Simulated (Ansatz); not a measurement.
`C[CH2][AlH][AlH2]` + `[CH3][AlH][SiH3]` → `[CH3][Al]([AlH2])[SiH3]` + `C[CH2][AlH2]`  (formal exchange of groups at the Al–Al bond)

Isolated molecules relaxed with PBE0-D4/def2-TZVP in Ansatz; ΔE leaves out vibrations. CCSD(T)/CBS adds triple-zeta CCSD(T) − MP2 to the extrapolated MP2 energy (def2 sets, frozen cores). DFT in def2-TZVPP. One conformer a species, not always the lowest.

```tsv
level	ΔE (kJ/mol)
r2SCAN-D4	-2.8
ωB97M-V	-2.2
PBE	-2.8
CCSD/CBS(def2)	-1.5
```

**Question.** What does CCSD(T)/CBS give? (An estimate is asked.)

**Answer.** Computed: -2.1 kJ/mol. The listed levels differ from it by -0.7, -0.1, -0.7, 0.6 kJ/mol.

Largest T1 diagnostic among the species: 0.012.
